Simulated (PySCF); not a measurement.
Working out the ionisation energy of Sb⁺

Sb⁺ [Kr] 4d10 5s2 5p2 (3P) → Sb²⁺ [Kr] 4d10 5s2 5p1 (2P). Calculation: PySCF 2.14, in x2c-TZVPPall; the spin-free X2C one-electron Hamiltonian (Gaussian nucleus). Frozen: [Ar] 3d10. Energies in hartree (1 hartree = 27.21139 eV):

| part | Sb⁺ (lower) | Sb²⁺ (upper) |
| --- | --- | --- |
| UHF | -6477.637139 | -6477.048765 |
| MP2 opposite-spin | -0.243391 | -0.235040 |
| MP2 same-spin | -0.133001 | -0.123671 |

Q: What does Hartree-Fock give?

A: (-6477.048765) − (-6477.637139) = 0.588374 hartree = 16.010 eV.

Q: What do MP2 and SCS-MP2 (6/5 opposite-spin, 1/3 same-spin) give?

A: The opposite-spin parts differ by 0.227 eV and the same-spin parts by 0.254 eV. MP2: 16.010 + (0.227) + (0.254) = 16.491 eV. SCS-MP2: 16.010 + 1.2 × (0.227) + (0.254)/3 = 16.367 eV.

A first-order spin-orbit estimate adds -0.067 eV to MP2 (valence and next inner shell), giving 16.424 eV against 16.626 ± 0.025 eV (measured; NIST Atomic Spectra Database, ionization energies).

What remains against the reference includes basis incompleteness, the frozen core and correlation beyond second order.
